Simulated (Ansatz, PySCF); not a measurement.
Gas-phase reaction R1 → P1 + P2, each structure at its B3LYP-D3(BJ)/def2-TZVP stationary point, reached from a drawn start (curvature not checked).
P1, O2 (SMILES O=O) (charge 0, multiplicity 3):
| atom | x (Å) | y (Å) | z (Å) |
|---|---|---|---|
| O | 0.0000 | 0.0000 | 0.6022 |
| O | 0.0000 | 0.0000 | -0.6022 |
P2, OH (SMILES [OH]) (charge 0, multiplicity 2, Z-matrix in Å and degrees):
```
O
H 1 0.9767
```
R1, HO3 (SMILES [O]OO) (charge 0, multiplicity 2):
```xyz
4

O     -0.50286    -0.15088    -0.83344
O     -0.50928    -0.15278     0.67079
H      0.41903     0.12570    -0.99332
O      0.59311     0.17796     1.15597
```

P less R. No zero-point or thermal terms; open shells are unrestricted; no spin–orbit coupling.

Cores are frozen in the correlated methods.

Run with Ansatz (Gaussian basis) for Hartree–Fock, density functionals and correlated methods; PySCF for the D3/D4 terms. All values are computed, each at the level named.

PBE/def2-TZVPP gives 17.51 kcal/mol for the reaction energy.

### Question
Where do these levels fall relative to PBE: PBE-D3(BJ)/def2-TZVPP, r2SCAN/def2-TZVPP, B3LYP/def2-TZVPP, wB97M-V/def2-TZVPP, B2PLYP/def2-TZVPP, MP2/cc-pVQZ, CCSD(T)/cc-pVTZ.

### Answer
PBE-D3(BJ)/def2-TZVPP 0.42; r2SCAN/def2-TZVPP -11.20; B3LYP/def2-TZVPP -14.40; wB97M-V/def2-TZVPP -14.02; B2PLYP/def2-TZVPP -16.98; MP2/cc-pVQZ -28.97; CCSD(T)/cc-pVTZ -16.02 kcal/mol. 1 of 7 lie above PBE; the widest gap is to MP2/cc-pVQZ.

Doubts at one or more of the structures used: a spin-contaminated determinant (MP2/cc-pVQZ, CCSD(T)/cc-pVTZ).

Ansatz is a first-principles code.
